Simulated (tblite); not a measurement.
Species: C3H13GeNOSi.
Numbering: `[CH3:1][N:2]([CH3:3])[Ge@@H:4]([CH3:5])[O:6][SiH3:7]` (hydrogens: H8, H9, H10 on C1; H11, H12, H13 on C3; H14 on Ge4; H15, H16, H17 on C5; H18, H19, H20 on Si7)

Geometry (GFN2-xTB, Å), atoms numbered from 1 in this order:
```xyz
20
C3H13GeNOSi angstrom
C     -1.5905   -1.3382   -1.0779
N     -1.2930   -0.1745   -0.2694
C     -1.6039   -0.3959    1.1269
Ge     0.1161    0.8821   -0.7624
C      0.3297    2.4461    0.4221
O      1.6367   -0.0239   -0.7799
Si     2.6483   -0.9359    0.0881
H     -1.3558   -1.1178   -2.1193
H     -1.0127   -2.2185   -0.7693
H     -2.6550   -1.5769   -0.9971
H     -1.0384   -1.2330    1.5554
H     -1.3811    0.5049    1.6967
H     -2.6700   -0.6189    1.2313
H     -0.0603    1.1399   -2.2390
H      0.6613    2.1369    1.4104
H      1.0761    3.1188    0.0085
H     -0.6086    2.9844    0.5162
H      3.1984   -1.8793   -0.8819
H      1.9377   -1.6381    1.1651
H      3.6596   -0.0516    0.6725
```

Method: GFN2-xTB as coded in tblite; computed harmonic values from a numerical Hessian at the method's own geometry, unscaled. The method is semi-empirical: single wavenumbers can be off by several per cent or more. Modes of hydrogen on germanium and silicon can be 10 to 20 % off. One conformer, not necessarily the lowest. The optimisation stopped once no atom felt more than 0.01 eV/Å.

Lowest wavenumbers of the output (negative numbers stand for imaginary wavenumbers):
```
mode    cm-1
  1     -33.8
  2      31.9
  3      52.5
  4      65.9
  5     107.9
  6     125.0
  7     147.3
  8     170.8
  9     213.6
 10     219.0
```

Problem. Is this structure a minimum?

Solution. Not by this Hessian. 1 mode is imaginary beyond 20i (34i cm⁻¹), so at this level the point lies at or near a first-order saddle. The curvature is small, so loose convergence or finite differences may be the whole cause.

Problem. Which atoms move in the imaginary mode?

Solution. 34i: H20 (Si–H hydrogen) 34 %, H18 (Si–H hydrogen) 34 %, H19 (Si–H hydrogen) 27 %. These are shares of the mass-weighted motion.

Problem. What is the remedy?

Solution. Step along that mode in both directions, optimise again with tighter thresholds and repeat the frequencies. The zero-point energy of this point (94.2 kcal/mol) counts the 53 real modes alone, and thermal corrections from it aren't those of a minimum.
